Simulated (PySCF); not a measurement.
Simulation results for Ge$_{2}$H$_{5}$O$_{2}$

Computed with PySCF 2.14.0. Calculation on a computer-drawn molecule: the log of a Hartree-Fock and frozen-core CCSD(T) single point meant for a local Hartree-Fock minimum, with one planted fault or none, to be diagnosed. Offsets are logged minus clean, where the clean run is the same molecule without the fault. The reference is restricted for singlets and unrestricted otherwise, and also for a bond in bohr or an excited solution. Adding or removing an electron swaps singlet and doublet. The excited solution moves the top pair (singlet) or top alpha electron (doublet) to the lowest empty orbital. Highest occupied and lowest empty are orbital energies over both spins, largest force is the largest gradient component, triples share is (T) over the correlation energy, the T1 limit is 0.02 restricted and 0.045 unrestricted, electrons count all cores, a negative frequency is imaginary (commonest isotopes), and the dipole is about the centre of nuclear charge; on germanium a core potential holds 10 electrons, which the energies leave out, and 3d is frozen in MP2 and coupled-cluster steps.

```xyz
9
formula=Ge2H5O2 meant_charge=1 meant_multiplicity=1 meant_basis=cc-pVDZ meant_basis_and_core_potential_on_germanium=cc-pVDZ-PP_ECP10MDF logged_electrons=83 logged_basis_functions=99 logged_SCF_converged=yes logged_spin_squared=0.7666 logged_highest_occupied=-22.538 logged_lowest_empty=-13.067 logged_largest_force=0.10839 logged_T1_diagnostic=0.076503 logged_D1_diagnostic=0.5002 logged_triples_share=0.028123 logged_CC_converged=yes logged_dipole_magnitude=1.6605 logged_SCF_stable_within_its_kind=yes logged_energy_HF=-738.60682 logged_energy_CCSD(T)=-739.17726 possible_faults=no_fault,one_electron_removed,one_electron_added,multiplicity_raised_by_two,geometry_at_a_saddle_point,SCF_held_on_an_excited_solution,minimal_basis_STO-3G,one_bond_length_entered_in_bohr,all_coordinates_scaled planted_fault=one_electron_removed HF_energy_offset_from_clean_run=358.9 CCSD(T)_energy_offset_from_clean_run=376.1
O      1.8904    -1.4878     0.6985
Ge     1.7170     0.0922     0.1031
O      0.2753     0.8815     0.3217
Ge    -0.9475     2.3019     0.1929
H      1.1679    -1.9138     1.1520
H      2.9275     0.6420    -0.5880
H     -1.2351     2.6139     1.6450
H     -0.1719     3.3735    -0.5503
H     -2.0845     1.6801    -0.5877
```

Units: logged_highest_occupied, logged_lowest_empty in eV; logged_largest_force in hartree/bohr; logged_dipole_magnitude in debye; logged_energy_HF, logged_energy_CCSD(T) in hartree; HF_energy_offset_from_clean_run, CCSD(T)_energy_offset_from_clean_run in kcal/mol.

Drawn bonds:
| atom | other atom | order |
| --- | --- | --- |
| 1 | 2 | 1 |
| 2 | 3 | 1 |
| 3 | 4 | 1 |
| 1 | 5 | 1 |
| 2 | 6 | 1 |
| 4 | 7 | 1 |
| 4 | 8 | 1 |
| 4 | 9 | 1 |

Notes: T1 above single-reference limit.
